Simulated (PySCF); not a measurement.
# `C[C@@H]1C[CH2][Ge@@H]([F])[CH2]1`, C₅H₁₁FGe

Geometry (Å), atoms numbered from 1 in this order:
```xyz
18

C    -2.1904    0.0883   -0.2910
C    -0.6901   -0.1673   -0.3649
C    -0.1476   -0.7090    0.9659
C     1.3605   -0.9354    0.8591
Ge    1.9460    0.6204   -0.2406
F     2.7763   -0.0011   -1.6799
C     0.0808    1.1047   -0.7325
H    -2.5620    0.4590   -1.2436
H    -2.7233   -0.8287   -0.0484
H    -2.4133    0.8280    0.4760
H    -0.4967   -0.9217   -1.1366
H    -0.3543    0.0242    1.7499
H    -0.6614   -1.6353    1.2297
H     1.5743   -1.8541    0.3119
H     1.8269   -1.0110    1.8384
H     2.9813    1.6390    0.2109
H    -0.0438    1.3615   -1.7820
H    -0.2719    1.9448   -0.1341
```

The calculation used TDDFT B3LYP/def2-SVPD circular dichroism and optical rotation, one conformer, gas phase (PySCF). Geometry: GFN2-xTB.

The calculation is non-relativistic, which matters for the atoms heavier than Zn. States above about 7.7 eV (minus the energy of the highest occupied orbital) lie near or above the ionisation threshold and depend on the basis.

**Question.** Draw the ECD and absorption spectra from the lowest 12 states, each a Gaussian of half-width 0.3 eV at 1/e height.

**Answer.** 
| E (eV) | λ (nm) | Δε (L mol⁻¹ cm⁻¹) | ε (L mol⁻¹ cm⁻¹) |
| --- | --- | --- | --- |
| 6.11 | 203 | +0.34 | 26.1 |
| 6.21 | 200 | +0.92 | 71.1 |
| 6.31 | 197 | +2.01 | 155 |
| 6.41 | 194 | +3.50 | 270 |
| 6.51 | 191 | +4.86 | 378 |
| 6.61 | 188 | +5.28 | 430 |
| 6.71 | 185 | +4.16 | 416 |
| 6.81 | 182 | +1.17 | 406 |
| 6.91 | 180 | -3.89 | 538 |
| 7.01 | 177 | -10.98 | 982 |
| 7.11 | 174 | -18.77 | 1870 |
| 7.21 | 172 | -24.24 | 3230 |
| 7.31 | 170 | -24.51 | 4860 |
| 7.41 | 167 | -19.55 | 6320 |
| 7.51 | 165 | -12.43 | 7080 |
| 7.61 | 163 | -6.25 | 6980 |
| 7.71 | 161 | -1.68 | 6390 |
| 7.81 | 159 | +2.35 | 6020 |
| 7.91 | 157 | +6.45 | 6260 |
| 8.01 | 155 | +10.00 | 6830 |
| 8.11 | 153 | +12.15 | 7020 |

Δε uses R in velocity form, ε uses f in length form. Only the states computed contribute, so the short-wavelength end is incomplete.
